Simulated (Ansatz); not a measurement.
The inner images of a band of BF2HO + FH (7 atoms, charge 0, multiplicity 1) are given out of order.

All numbers below come from Ansatz, RKS revPBE-D4/def2-SVP.

Image 0:

```xyz
7
Properties=species:S:1:pos:R:3
B -0.056 -0.272 0.092
O -0.035 -0.300 1.471
H -0.936 -0.402 1.829
F 1.099 -0.204 -0.563
F -1.203 -0.380 -0.588
F 0.070 2.289 0.838
H 0.275 1.592 1.439
```

Image 8:

```xyz
7
Properties=species:S:1:pos:R:3
B 0.011 0.404 -0.118
O 0.048 0.013 1.691
H -0.831 -0.381 1.863
F 1.123 -0.215 -0.569
F -1.193 -0.160 -0.431
F 0.041 1.769 -0.040
H 0.015 0.892 2.121
```

**Question.** Put them in order from the first end to the last, with their energies above the first end.
A.
```xyz
7
Properties=species:S:1:pos:R:3
B 0.003 0.135 0.111
O 0.014 -0.084 1.606
H -0.859 -0.408 1.901
F 1.142 -0.188 -0.520
F -1.183 -0.117 -0.486
F 0.068 1.783 0.468
H 0.028 1.200 1.437
```
B.
```xyz
7
Properties=species:S:1:pos:R:3
B -0.040 -0.210 0.122
O -0.016 -0.320 1.501
H -0.915 -0.448 1.856
F 1.116 -0.196 -0.535
F -1.196 -0.234 -0.552
F 0.063 2.173 0.712
H 0.203 1.556 1.415
```
C.
```xyz
7
Properties=species:S:1:pos:R:3
B 0.010 0.241 0.058
O 0.028 -0.023 1.637
H -0.843 -0.379 1.911
F 1.141 -0.196 -0.526
F -1.185 -0.134 -0.469
F 0.058 1.744 0.353
H 0.005 1.068 1.553
```
D.
```xyz
7
Properties=species:S:1:pos:R:3
B 0.015 0.324 -0.010
O 0.043 -0.012 1.667
H -0.838 -0.361 1.916
F 1.138 -0.203 -0.540
F -1.187 -0.144 -0.454
F 0.051 1.730 0.219
H -0.009 0.988 1.720
```
E.
```xyz
7
Properties=species:S:1:pos:R:3
B 0.015 0.371 -0.070
O 0.048 -0.007 1.683
H -0.835 -0.371 1.900
F 1.131 -0.210 -0.559
F -1.190 -0.152 -0.444
F 0.048 1.745 0.088
H -0.004 0.945 1.920
```
F.
```xyz
7
Properties=species:S:1:pos:R:3
B -0.010 0.006 0.141
O 0.010 -0.184 1.567
H -0.875 -0.434 1.890
F 1.136 -0.177 -0.520
F -1.186 -0.111 -0.501
F 0.074 1.880 0.550
H 0.064 1.343 1.391
```
G.
```xyz
7
Properties=species:S:1:pos:R:3
B -0.023 -0.119 0.143
O 0.002 -0.272 1.533
H -0.892 -0.449 1.878
F 1.129 -0.181 -0.521
F -1.189 -0.147 -0.518
F 0.069 2.024 0.615
H 0.118 1.466 1.389
```

**Answer.** B (+0.01 eV), G (+0.08 eV), F (+0.27 eV), A (+0.43 eV), C (+0.17 eV), D (-0.22 eV), E (-0.40 eV).

Time of the run: 3.6 min on 1 thread of Arm Neoverse N1 (shared host), peak memory 0.14 GiB.
